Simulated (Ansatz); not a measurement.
# Ligand exchange: GaHCl2 + C2H6 → GaH2Cl + C2H5Cl

Species: GaHCl2 `[Cl][GaH][Cl]`, singlet; C2H6 (ethane) `CC`, singlet; GaH2Cl `[Cl][GaH2]`, singlet; C2H5Cl `CCCl`, singlet. The partners trade Cl for H: Ga–Cl and C–H bonds give way to Ga–H and C–Cl.

Shapes, held fixed at every level: PBE0-D4/def2-TZVP. Programs: Ansatz 0.2.0. The zero-point and thermal change to 298 K, harmonic and unscaled (PBE0-D4/def2-TZVP), is -8.8 kJ/mol.

Estimate ΔH(298 K) of this reaction.

The highest level, CCSD(T)/def2-TZVPP, gives ΔH(298 K) = +170.1 kJ/mol; the levels span +157.2 to +181.5. The column of differences is taken from that level and isn't an error. No measured value is set beside it here. Relativity is left out for Ga. Outer-core shells of Ga are correlated, in sets that cover them unevenly. Times are processor times on shared x86 and Arm servers, and rough.

```tsv
level	kind	ΔH(298 K) (kJ/mol)	less CCSD(T)/def2-TZVPP	CPU time (sum over the molecules)
SPW92/def2-TZVPP	LDA	+157.2	-12.9	6.1 s
r2SCAN-D4/def2-TZVPP	meta-GGA	+170.9	+0.8	26 s
B3LYP-D4/def2-TZVPP	global hybrid	+167.4	-2.7	18 s
wB97M-V/def2-TZVPP	range-separated hybrid	+166.6	-3.5	52 s
wB97X-V/def2-TZVPP	range-separated hybrid	+165.8	-4.3	36 s
CCSD/def2-SVP	coupled cluster or CI	+181.5	+11.4	–
CCSD(T)/def2-TZVPP	coupled cluster or CI	+170.1	0.0	67 s
```
